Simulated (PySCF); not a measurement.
C2H5 (SMILES [CH2]C), doublet, geometry from GFN2-xTB. Base run: PySCF with M06/6-31G.

The PySCF input:
```python
from pyscf import gto, scf, dft

mol = gto.Mole()
mol.atom = '''
    C    -0.02614715   -0.68564880   -0.01471818
    C     0.00914777    0.78429993    0.01653914
    H     0.98817534   -1.11000404   -0.01568722
    H    -0.53087951   -1.08690884    0.86435588
    H    -0.52155198   -1.05009079   -0.91400379
    H     0.10921562    1.30609826    0.94783358
    H     0.05703688    1.34899869   -0.89342413
'''
mol.basis = '6-31g'
mol.spin = 1
mol.verbose = 4
mol.build()

mf = dft.UKS(mol)
mf.xc = 'm06'
mf.kernel()
```

The base run was repeated with changes; each row names its change, and settings that it needs were set with it.

```
change                                     ΔE vs base (µEh)  grid points  electrons on the grid
-----------------------------------------  ----------------  -----------  ---------------------
base                                                    0.0        77280               17.00000
grids.atom_grid = (99, 590)                           -20.1       228768               17.00000
small_rho_cutoff = 0                                    0.0        77280               17.00000
grids.level = 1                                        -201        22720               17.00002
grids.prune = dft.gen_grid.treutler_prune               228        65976               17.00000
grids.atom_grid = (75, 302)                             0.8       102432               17.00000
grids.level = 4                                       -20.2       135760               17.00000
grids.prune = off                                       1.5       120800               17.00000
grids.becke_scheme = stratmann                         -0.5        77280               17.00000
grids.prune = dft.gen_grid.sg1_prune                   -165        34224               17.00001
grids.level = 7                                       -21.3       423840               17.00000
```

Open shells are given as the SCF converged; they aren't shown to be the lowest states, and a large step between rows can be another state.
